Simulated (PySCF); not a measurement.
**UHF on F²⁺ (fluorine, charge +2)**

Configuration: [He] 2s2 2p3, high-spin 4S determinant. All numbers are calculated (PySCF 2.14, the non-relativistic Hamiltonian (point nucleus), in def2-TZVP (5s3p2d1f, 31 functions)).

* Total energy: -97.608721 hartree
* One-electron energy: -126.1859 hartree
* Hartree (Coulomb) energy: 37.7850 hartree
* Exchange energy: -9.2078 hartree
* Kinetic energy: 97.67041 hartree
* ⟨S²⟩: 3.7538
* ⟨L²⟩: 0.000
* Sum of ⟨r⟩: 4.831 bohr
* Sum of ⟨r²⟩: 4.992 bohr²
* Density at the nucleus (Gaussians lack the cusp): 440 bohr⁻³
* Spin density at the nucleus: 0.101 bohr⁻³
* Langevin diamagnetic susceptibility: -3.95 ×10⁻⁶ cm³/mol
* Time after the integrals: 0.09 s of wall time on 1 thread of Neoverse-N1 (shared host)

| shell | electrons | mean orbital energy (hartree) | rms radius, mean of both spins (bohr) |
| --- | --- | --- | --- |
| 1s α | 1 | -28.16690 | 0.204 |
| 1s β | 1 | -27.98436 | 0.204 |
| 2s α | 1 | -3.23641 | 1.01 |
| 2s β | 1 | -2.60048 | 1.01 |
| 2p α | 3 | -2.34781 | 0.979 |
